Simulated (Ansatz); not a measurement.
Reaction (atomization): `[F][Zn][CH]1CO1` → 2 C• + F• + 3 H• + O• + Zn (atom)

Computed with Ansatz on PBE0-D4/def2-TZVP structures; ΔE is electronic, products minus reactants. CCSD(T)/CBS adds triple-zeta CCSD(T) − MP2 to the extrapolated MP2 energy (def2 sets, frozen cores). This one scheme is used for every species, atoms too. DFT in def2-TZVPP. HSE06 is defined as in plane-wave codes. No spin–orbit coupling; open shells (•) take unrestricted orbitals. Spin–orbit coupling would lower the free atoms: a little for C, F, O. Bonds to Zn are less sure, by a few kJ/mol each and by 10 to 20 or more in all where they break to atoms, as the def2 sets lack core-valence functions. Scalar relativity is left out up to krypton. One conformer a species, not always the lowest.

```
     level  ΔE (kcal/mol)
   BLYP-D4          681.8
r2SCAN0-D4          671.3
       PBE          707.6
     HSE06          686.1
```

Q: What does CCSD(T)/CBS give? (Estimate.)

A: Ansatz gave: +683.4 kcal/mol. The listed levels differ from it by -1.6, -12.1, 24.2, 2.7 kcal/mol.

Q: What do rigid-rotor, harmonic-oscillator terms from PBE0-D4/def2-TZVP frequencies (298.15 K, 1 bar) make of the CCSD(T)/CBS value? (Best estimate.)

A: The calculation gave: ΔZPE = -30.9 kcal/mol, ΔH = +660.1 kcal/mol, ΔS = 816 J/(mol·K), ΔG = +602.0 kcal/mol. Open shells count their whole term as degenerate.

Largest T1 diagnostic among the species: 0.017.

From PBE to PBE0 (25 % exact exchange), in def2-TZVPP and without D4, ΔE moves by −22.4 kcal/mol: exact exchange takes away binding that semilocal exchange gives to molecules. Leaving LDA and LC-ωPBE aside and taking each functional with its dispersion term where it has one, the values, not all of them listed here, spread over 66.1 kcal/mol, from BHLYP-D4 to PBE-D4. LDA lies +105.1 kcal/mol from PBE without D4, its usual overbinding.

For atomizations the MP2-based limit and the directly extrapolated one differ by several kJ/mol either way, and by 10 to 25 for some Ge, Se and Sn compounds, so smaller differences from it don't rank the levels.
